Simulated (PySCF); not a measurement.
**Polarisability and C₆ of Se⁺ (selenium, charge +1)**

[Ar] 3d10 4s2 4p3, high-spin 4S determinant. Calculation: PySCF 2.14, in def2-TZVPPD; the non-relativistic Hamiltonian (point nucleus). Coupled (time-dependent) response in atomic units; α is the mean over directions.

```csv
method,mean α (bohr³),C₆ (like pair),S(−4)
wB97M-V,14.47,87.64,52.26
```

S(−4) is the Cauchy moment in α(ω) = α(0) + S(−4) ω² + …

α(iu) at wB97M-V:

```
u (hartree)  α(iu) (bohr³)
          0          14.47
     0.0500          14.34
      0.100          13.96
      0.200          12.67
      0.300          11.03
      0.500          7.909
      0.750          5.213
       1.00          3.593
       1.50          1.967
       2.00          1.240
       3.00         0.6318
       5.00         0.2621
```

For an ion, C₆ is the dispersion term alone; charge-induced terms of lower order in 1/R come first.
